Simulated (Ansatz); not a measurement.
`[SiH3][O][SbH2]` + `NC=O` → `O=C[NH][SbH2]` + silanol  (ligand exchange at the Sb–O bond)

Computed with Ansatz on PBE0-D4/def2-TZVP structures; ΔE is electronic, products minus reactants. CCSD(T)/CBS is the MP2 limit (def2-TZVPP, def2-QZVPP) plus CCSD(T) − MP2 in def2-TZVPP, frozen cores. This one scheme is used for every species. Functionals use def2-TZVPP. def2 core potentials past Kr. For Sb outer-core shells are correlated without core-valence functions, which leaves a few kJ/mol of doubt a bond. One conformer a species, not always the lowest.

(1) Is it downhill or uphill in electronic energy at CCSD(T)/CBS, and by how much? (An estimate is asked.)

(2) What do these levels give: B97M-V, revPBE, LC-ωPBE, CCSD(T)/def2-SVP, CCSD/def2-TZVPP, HF/def2-QZVPP? (An estimate is asked.)

Largest T1 diagnostic among the species: 0.017.

Answers

(1) Ansatz gave: Uphill: ΔE = +1.7 kcal/mol.

(2) Computed: B97M-V 3.1, revPBE 2.3, LC-ωPBE 2.9, CCSD(T)/def2-SVP 2.1, CCSD/def2-TZVPP 2.0, HF/def2-QZVPP 6.1 kcal/mol.

In def2-TZVPP, CCSD(T) changes the Hartree–Fock value by −4.2 kcal/mol (the triples alone add −0.7 kcal/mol) and MP2 by −4.6 kcal/mol. Leaving LDA and LC-ωPBE aside and taking each functional with its dispersion term where it has one, the values, not all of them listed here, spread over 2.9 kcal/mol, from revPBE-D4 to BHLYP-D4. LDA lies −1.7 kcal/mol from PBE without D4.
